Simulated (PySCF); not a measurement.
**How good is the calculation?**

Geometry:
| atom | x (Å) | y (Å) | z (Å) |
| --- | --- | --- | --- |
| C1 | -2.333 | 0.046 | 0.151 |
| C2 | -1.274 | -0.300 | 1.164 |
| O3 | -1.533 | -0.654 | 2.294 |
| C4 | 0.127 | -0.191 | 0.730 |
| C5 | 1.299 | -0.427 | 1.403 |
| C6 | 2.346 | -0.151 | 0.483 |
| C7 | 1.731 | 0.231 | -0.678 |
| O8 | 0.399 | 0.209 | -0.538 |
| H9 | -2.219 | 1.089 | -0.183 |
| H10 | -3.320 | -0.097 | 0.605 |
| H11 | -2.232 | -0.586 | -0.745 |
| H12 | 1.370 | -0.758 | 2.436 |
| H13 | 3.418 | -0.225 | 0.652 |
| H14 | 2.109 | 0.535 | -1.651 |

Published estimates (parent shift plus substituent increments) and measurements: δ ¹H H14 7.60; H12 7.19; H13 6.54 ppm (estimated from measurements, as parent shift plus tabulated substituent increment; solution, not stated per compound (mostly CDCl3 or CCl4); Pretsch, Buehlmann, Badertscher, Structure Determination of Organic Compounds, 4th ed. (2009)).

Rapidly exchanging positions averaged, no solvent, no relativistic terms, single conformer. Shieldings: GIAO KT3/pcSseg-1; geometry: PBE0-D3(BJ)/def2-SVP; PySCF 2.14.0 with density-fitted response routines.

(1) Set the calculated values beside the experiment.

(2) How far are the unscaled ¹H shifts from the references?

Answers

(1) 
Reference values: estimated from measurements, as parent shift plus tabulated substituent increment (solution, not stated per compound (mostly CDCl3 or CCl4); Pretsch, Buehlmann, Badertscher, Structure Determination of Organic Compounds, 4th ed. (2009)).
```csv
atoms,quantity,reference,computed
H14,δ ¹H,7.60,7.24
H12,δ ¹H,7.19,7.19
H13,δ ¹H,6.54,6.44
```

Computed shifts are σ(ref) − σ with the named reference compound (TMS for H and C) calculated as an isolated molecule at the same level.

(2) Mean signed difference -0.15 ppm, mean absolute 0.15 ppm over 3 comparisons; the largest is -0.36 ppm at H14 (hydrogen on an aromatic CH next to the ring oxygen).

3 of the 6 published NMR values on file for this molecule are compared.
